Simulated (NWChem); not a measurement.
Everything below was run with NWChem. System: C$_{2}$H$_{3}$F$_{2}$, charge 0, spin multiplicity 2, at a geometry optimised with UB3LYP/def2-SVP. The structure started from a generated list of species. Its SCF solution wasn't tested for a lower state. Level: ULDA (SVWN5)/def2-TZVP.

The NWChem input:

```
start mol
memory heap 200 mb stack 900 mb global 1100 mb
geometry units angstroms nocenter noautoz noautosym
  C      1.365599    -0.243282     0.202859
  C     -0.102734    -0.065004     0.309382
  F     -0.754027    -0.906679    -0.545277
  F     -0.455588     1.214419     0.001137
  H      2.025900     0.607141     0.380840
  H      1.775895    -1.250950     0.114801
  H     -0.492450    -0.276133     1.328167
end
basis spherical
  * library def2-tzvp
end
dft
  xc slater vwn_5
  odft
  mult 2
  semidirect memsize 60000000 filesize 0
  iterations 100
end
task dft energy
```

Output (cleaned and shortened):

```
             Northwest Computational Chemistry Package (NWChem) 7.3.0
             --------------------------------------------------------

                                NWChem Input Module
                                -------------------

 Scaling coordinates for geometry "geometry" by  1.889725989
 (inverse scale =  0.529177249)

                             Geometry "geometry" -> ""
                             -------------------------

 Output coordinates in angstroms (scale by  1.889725989 to convert to a.u.)

  No.       Tag          Charge          X              Y              Z
 ---- ---------------- ---------- -------------- -------------- --------------
    1 C                    6.0000     1.36559900    -0.24328200     0.20285900
    2 C                    6.0000    -0.10273400    -0.06500400     0.30938200
    3 F                    9.0000    -0.75402700    -0.90667900    -0.54527700
    4 F                    9.0000    -0.45558800     1.21441900     0.00113700
    5 H                    1.0000     2.02590000     0.60714100     0.38084000
    6 H                    1.0000     1.77589500    -1.25095000     0.11480100
    7 H                    1.0000    -0.49245000    -0.27613300     1.32816700

 Effective nuclear repulsion energy (a.u.)     123.4831587775

            Nuclear Dipole moment (a.u.)
            ----------------------------
        X                 Y               Z
 ---------------- ---------------- ----------------
     0.0000000000     0.0000037795    -0.0000113384


 Summary of "ao basis" -> "" (spherical)
 ------------------------------------------------------------------------------
       Tag                 Description            Shells   Functions and Types
 ---------------- ------------------------------  ------  ---------------------
 *                         def2-tzvp                  on all atoms

                                 NWChem DFT Module
                                 -----------------

 Summary of "ao basis" -> "ao basis" (spherical)
 ------------------------------------------------------------------------------
[...]
    beta     41     42     43     44     45     46     47     48     49     50
 overlap   0.996  0.998  0.999  0.993  0.994  1.000  0.992  0.988  0.963  0.939

   alpha     51     52     53     54     55     56     57     58     59     60
    beta     51     52     53     54     55     56     57     58     59     60
 overlap   0.894  0.895  0.946  0.916  0.967  0.998  0.998  0.996  0.994  0.998

   alpha     61     62     63     64     65     66     67     68     69     70
    beta     61     62     63     64     65     66     67     68     69     70
 overlap   0.999  0.997  0.996  0.997  1.000  0.994  0.994  0.990  0.991  0.992

   alpha     71     72     73     74     75     76     77     78     79     80
    beta     71     72     73     74     75     76     77     78     79     80
 overlap   0.984  0.999  0.992  0.999  1.000  0.998  0.990  0.989  0.987  0.957

   alpha     81     82     83     84     85     86     87     88     89     90
    beta     81     82     83     84     85     86     87     88     89     90
 overlap   0.965  0.993  0.965  0.994  0.972  0.941  0.849  0.783  0.772  0.851

   alpha     91     92     93     94     95     96     97     98     99    100
    beta     91     92     93     94     95     96     97     98     99    100
 overlap   0.968  0.979  0.928  0.932  0.992  0.997  0.993  0.988  0.989  0.999

   alpha    101    102    103    104    105    106    107    108    109    110
    beta    101    102    103    104    105    106    107    108    109    110
 overlap   1.000  0.999  1.000  0.999  0.999  0.918  0.918  0.999  0.993  0.993

   alpha    111    112    113    114    115    116    117    118    119    120
    beta    111    112    113    114    115    116    117    118    119    120
 overlap   0.999  0.999  1.000  1.000  1.000  0.998  0.998  1.000  1.000  1.000

   alpha    121    122    123    124    125    126    127    128    129    130
    beta    121    122    123    124    125    126    127    128    129    130
 overlap   1.000  1.000  1.000  1.000  1.000  1.000  1.000  1.000  1.000  1.000

   alpha    131    132    133    134    135    136    137    138    139    140
    beta    131    132    133    134    135    136    137    138    139    140
 overlap   1.000  1.000  1.000  1.000  1.000  1.000  1.000  1.000  1.000  1.000

   alpha    141    142
    beta    141    142
 overlap   1.000  1.000

     --------------------------
     Expectation value of S2:
     --------------------------
      <S2> =      0.7523 (Exact =     0.7500)

 center of mass
 --------------
 x =  -0.13052856 y =   0.03545750 z =  -0.06838146

 moments of inertia (a.u.)
 ------------------
         198.350874923698           7.882924153252         -38.944814662667
           7.882924153252         191.560316072022         -29.811757470265
         -38.944814662667         -29.811757470265         324.608290863810

     Multipole analysis of the density
     ---------------------------------

     L   x y z        total         alpha         beta         nuclear
     -   - - -        -----         -----         ----         -------
     0   0 0 0     -0.000000    -17.000000    -16.000000     33.000000

     1   1 0 0      0.588066     -0.862979      1.451045      0.000000
     1   0 1 0     -0.219584      0.106880     -0.326468      0.000004
     1   0 0 1      0.570898      0.116702      0.454207     -0.000011

     2   2 0 0    -16.055024    -57.577231    -50.390291     91.912498
     2   1 1 0     -0.152508      3.351000      2.336543     -5.840050
     2   1 0 1     -0.355179    -10.216871     -9.738176     19.599867
     2   0 2 0    -17.782561    -50.548279    -49.590661     82.356379
     2   0 1 1     -0.352615     -6.717876     -7.083484     13.448744
     2   0 0 2    -16.989133    -19.491634    -16.850577     19.353078

 Task  times  cpu:       16.2s     wall:       16.2s

 Total times  cpu:       16.2s     wall:       16.2s
```
